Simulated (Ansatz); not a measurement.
Reactions of CH₇GaO₂Si, SMILES `CO[SiH](O)[GaH2]`.

Isolated molecules relaxed with PBE0-D4/def2-TZVP in Ansatz; ΔE leaves out vibrations. CCSD(T)/CBS adds triple-zeta CCSD(T) − MP2 to the extrapolated MP2 energy (def2 sets, frozen cores). This one scheme is used for every species, atoms too. Double bonds are as drawn, so ΔE can hold a change between cis and trans. Functionals use def2-TZVPP. B3LYP here is the variant with VWN-RPA as its local correlation; programs differ in this. Open shells (•) are unrestricted, without spin–orbit coupling. Spin–orbit coupling would lower the free atoms: a little for C, O, Si; clearly for Ga. For Br, Ga, Ge outer-core shells are correlated without core-valence functions, so the limit isn't a true one: a few kJ/mol of doubt a bond, and 10 to 20 or more in all where bonds break to atoms. Scalar relativity is left out up to krypton. One conformer a species, not always the lowest.

```
                                                                          reaction  CCSD(T)/CBS(def2) (kcal/mol)
                 `CO[SiH](O)[GaH2]` + `C/N=C/O` → `O/C=[N]/[GaH2]` + `CO[SiH](C)O`                         -27.4
                     `CO[SiH](O)[GaH2]` + silanol → `CO[SiH](O)O[SiH3]` + `[GaH3]`                         -32.4
                              `CO[SiH](O)[GaH2]` + HBr → `CO[SiH](O)Br` + `[GaH3]`                         -25.6
                 `CO[SiH](O)[GaH2]` + `O[SiH2]O` → `CO[SiH](O)O[SiH2]O` + `[GaH3]`                         -33.1
                               `CO[SiH](O)[GaH2]` + H–F → `CO[SiH](O)F` + `[GaH3]`                             ?
                                 `CO[SiH](O)[GaH2]` → C• + Ga• + 7 H• + 2 O• + Si•                         977.4
`CO[SiH](O)[GaH2]` + `O=[CH][GeH2][SiH3]` → `CO[SiH](O)C=O` + `[SiH3][GeH2][GaH2]`                         -13.8
                               `CO[SiH](O)[GaH2]` + H₂O → `CO[SiH](O)O` + `[GaH3]`                             ?
                              `CO[SiH](O)[GaH2]` + CH₄ → `C[SiH](O)[GaH2]` + CH₃OH                          27.7
   `CO[SiH](O)[GaH2]` + `O[SiH](Cl)Cl` → `[Cl][GaH2]` + `CO[Si@@H](O)[Si@@H](O)Cl`                             ?
```

(1) Fill in the missing values. (An estimate is asked.)

Largest T1 diagnostic: 0.016, for `O/C=[N]/[GaH2]`.

Answers

(1) The calculation gave: `CO[SiH](O)[GaH2]` + H–F → `CO[SiH](O)F` + `[GaH3]`: -37.8 kcal/mol; `CO[SiH](O)[GaH2]` + H₂O → `CO[SiH](O)O` + `[GaH3]`: -27.2 kcal/mol; `CO[SiH](O)[GaH2]` + `O[SiH](Cl)Cl` → `[Cl][GaH2]` + `CO[Si@@H](O)[Si@@H](O)Cl`: -1.2 kcal/mol.
